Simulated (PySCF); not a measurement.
Computed IR spectrum (relative IR intensity) of a molecule C₆H₆O. The structure is a stationary point at PBE0-D3(BJ)/def2-SVP. One conformer was computed; it need not be the lowest. All values below come from PySCF with PBE0-D3(BJ)/def2-SVP. Harmonic, unscaled wavenumbers; measured fundamentals usually lie a few per cent lower.

ν (cm⁻¹): 126 (w), 334 (vw), 561 (vw), 586 (w), 591 (vw), 757 (m), 811 (vw), 899 (w), 920 (m), 1024 (w), 1049 (m), 1129 (m), 1215 (vs), 1309 (vs), 1375 (m), 1389 (vw), 1482 (vw), 1497 (m), 2097 (w), 3019 (s), 3055 (m), 3108 (m), 3189 (vw) (against the strongest line: vs over 80 %, s over 45 %, m over 15 %, w over 4 %, vw less)

Task: Identify the compound among the candidates.
(A) C#CC1=CO[C@H]1C
(B) C=C=C1C=CCO1
(C) C=C1C=COC=C1
(D) C=C=C1CC=CO1

Result: B, C=C=C1C=CCO1
